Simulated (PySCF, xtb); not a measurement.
C3H4BFO, SMILES C=C=CB(F)O.

xtb with GFN2-xTB at its own geometry gives an orbital gap of 4.24 eV and a dipole moment of 3.29 D.

The structure is a stationary point at B3LYP-D3(BJ)/def2-SVP. This is a generated structure with no PubChem entry under its InChIKey; it may be hypothetical. Other conformers were not sampled.

### Question
What does PySCF with PBE/def2-TZVP give? (An estimate is asked for; the answer gives what the named calculation found.)

### Answer
gap 4.73 eV (levels -6.62 and -1.89 eV), dipole 2.62 D.
